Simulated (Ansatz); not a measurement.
The molecule OsH, multiplicity 4 (lowest of 2S+1 = 2, 4, 6 at CCSD(T)/def2-TZVPP on PBE0 minima; our sources give no spin for the ground state, which may be another). No spin–orbit coupling.

Seven points along R, fitted to fifth degree in 1/R; most abundant isotopes. Runs in def2 and cc sets follow the lowest solution found near the PBE0 minimum.

Correlated levels freeze the inner cores; with def2 sets outer-core shells near the valence are correlated too.

Run with Ansatz (Gaussian basis) for Hartree–Fock, density functionals and correlated methods. Each number belongs to the level named beside it. In def2 rows elements past Kr take small-core potentials, without spin–orbit coupling.

Q: What bond length and harmonic frequency does SVWN5/def2-TZVPP give?

A: r_e = 1.580 Å, ω_e = 2263 cm⁻¹.

Q: What bond length and harmonic frequency does B97M-V/def2-TZVPP give?

A: r_e = 1.603 Å, ω_e = 2119 cm⁻¹.

Q: What bond length and harmonic frequency does CCSD/def2-QZVPP give?

A: r_e = 1.570 Å, ω_e = 2296 cm⁻¹.

Doubts at one or more of the structures used: T1 above 0.05 (CCSD/def2-QZVPP).

Ansatz is a program for electronic structure.
